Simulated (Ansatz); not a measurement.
Reactions of C$_{2}$H$_{6}$SSi (`S[SiH]1CC1`).

Computed with Ansatz on PBE0-D4/def2-TZVP structures; ΔE is electronic, products minus reactants. CCSD(T)/CBS adds triple-zeta CCSD(T) − MP2 to the extrapolated MP2 energy (def2 sets, frozen cores). This one scheme is used for every species. Functionals use def2-TZVPP. One conformer a species, not always the lowest.

| reaction | ωB97M-V (kcal/mol) |
| --- | --- |
| `S[SiH]1CC1` → `C[Si]SC` | -2.8 |
| `S[SiH]1CC1` → `C1CS[SiH2]1` | -11.1 |
| `S[SiH]1CC1` → `[SiH3]/C=C\S` | 16.4 |
| `S[SiH]1CC1` → `C[SiH]1CS1` | -14.5 |
| `S[SiH]1CC1` + `Cl[SiH]1CCO1` → `Cl[SiH]1CC1` + `S[SiH]1CCO1` | 1.9 |

Give the CCSD(T)/CBS values in the same order. (Estimate.)

The calculation gave: -2.6, -11.9, 14.8, -15.2, 1.9 kcal/mol.

Largest T1 diagnostic: 0.014, for `C[Si]SC`.
